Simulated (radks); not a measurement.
Species: the bromine ion Br2+. Configuration: [Ar] 3d10 4s2 4p3. All-electron calculation, Dirac Kohn-Sham, PBEsol, spin-unpolarised, spherical densities, finite nucleus; open shells are shared between the two j in proportion to 2j + 1; Fermi nuclear charge, rms radius 4.1629 fm. Program: a radial shooting solver on a logarithmic mesh with Libxc functionals.

Normalised radial functions P(r) = r R(r) (large component), r in bohr:

| r | 4p3/2 |
|---|---|
| 0.005223 | 0.0039 |
| 0.008045 | 0.0087 |
| 0.01239 | 0.0190 |
| 0.01909 | 0.0399 |
| 0.0294 | 0.0784 |
| 0.04529 | 0.1392 |
| 0.06976 | 0.2097 |
| 0.1075 | 0.2345 |
| 0.1655 | 0.1172 |
| 0.2549 | -0.1660 |
| 0.3927 | -0.3836 |
| 0.6049 | -0.1810 |
| 0.9317 | 0.3903 |
| 1.435 | 0.7993 |
| 2.211 | 0.6562 |
| 3.405 | 0.2433 |
| 5.245 | 0.0331 |
| 8.079 | 0.0010 |
| 12.44 | 0.0000 |

4p3/2: eigenvalue -28.028 eV, 2 radial nodes at r = 0.202, 0.704 bohr, <r> = 1.86 bohr, 90 % of the charge inside 2.77 bohr.
